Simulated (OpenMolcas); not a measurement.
Co3+ among 4 point charges of -2 e arranged as a square (D4h).

```yaml
Program: OpenMolcas 26.06
Method: CASSCF
Basis: ANO-RCC-VDZP [5s4p2d1f]
Scalar_Hamiltonian: DKH2, point nucleus
Active_space: 6 electrons in 5 orbitals (3d)
State_averaging: 2S+1 = 5 even, 5 roots; 2S+1 = 3 even, 45 roots; 2S+1 = 1 even, 50 roots
Spin-orbit_coupling: state interaction with AMFI integrals over the reference wave functions
```

All point charges move together. At R = 2.14 Å the first state of the same spin is 2109 cm-1, and at R = 2.33 Å it is 1613 cm-1.

Q: A third run gives 2733 cm-1. What distance was it run at?

A: With a power law R^-n the two known points give n = -ln(1613 / 2109) / ln(2.33 / 2.14) = 3.15. Then R = 2.14 × (2109 / 2733)^(1/3.15) = 1.971 Å. The run was at 1.98 Å, so the estimate is off by -0.009 Å.

Without dynamic correlation the repulsion within the d shell is too large (B by tens of per cent), so at a given field states of lower spin stand too high. Point charges give a weaker field than real ligands, and real ions of this kind are often low spin; the high spin found here belongs to the model. Point charges carry no covalency, so the field is a model and not that of real ligands. No measured value stands beside these numbers.
